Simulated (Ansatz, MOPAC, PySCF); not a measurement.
Noncovalent pair: ammonia borane (SMILES [BH3-][NH3+]) (first 8 atoms) with C2H4 (SMILES C=C); geometry from B3LYP-D3(BJ)/def2-TZVP, rigid monomers moved along the line of their centres of mass till H8···C10 is 4.40 Å.
(charge 0, multiplicity 1):
```xyz
14

B     -0.92883     0.28963     0.29841
N      0.63216    -0.16702     0.57008
H     -1.04450     1.36596     0.83879
H     -1.60657    -0.57364     0.80756
H     -1.04869     0.34362    -0.90279
H      1.28372     0.50425     0.17446
H      0.82646    -1.07244     0.15281
H      0.81250    -0.23274     1.57232
C      0.37479     0.56816     5.88589
C     -0.01961    -0.69932     5.87134
H      1.20545     0.89946     6.49809
H     -0.13290     1.31956     5.29230
H     -0.85970    -1.01777     5.26511
H      0.47317    -1.45600     6.47065
```

Counterpoise-corrected where a basis set is named; no monomer relaxation. Rows marked so take none.

Rows in 3-21G, 6-31G* carry no dispersion term and start afresh at each structure (6-31G* with six Cartesian d functions). MP2/6-31G* freezes PySCF's default core. The state reached by AM1, PM7 isn't checked; PM7 holds dispersion and hydrogen-bond terms.

Programs: Ansatz (a program for electronic structure); MOPAC for AM1, PM7 (differences of heats of formation); PySCF for 3-21G rows, 6-31G* rows, the dispersion terms. 

Other levels give for the interaction energy: PBE/def2-TZVPPD -0.66; B3LYP/def2-TZVPPD -0.52; B3LYP-D3(BJ)/def2-TZVPPD -0.78; wB97M-V/def2-TZVPPD -0.83 kcal/mol.

Q: What do these common cheap choices give for the same quantity: AM1, PM7, HF/3-21G (no counterpoise), HF/6-31G*, B3LYP/3-21G (no counterpoise), B3LYP/6-31G*, M06-2X/6-31G* (no counterpoise), MP2/6-31G* (no counterpoise)?

A: AM1 -0.23; PM7 -0.74; HF/3-21G (no counterpoise) -0.67; HF/6-31G* -0.60; B3LYP/3-21G (no counterpoise) -0.59; B3LYP/6-31G* -0.51; M06-2X/6-31G* (no counterpoise) -0.69; MP2/6-31G* (no counterpoise) -0.71 kcal/mol. They span -0.74 to -0.23 kcal/mol.
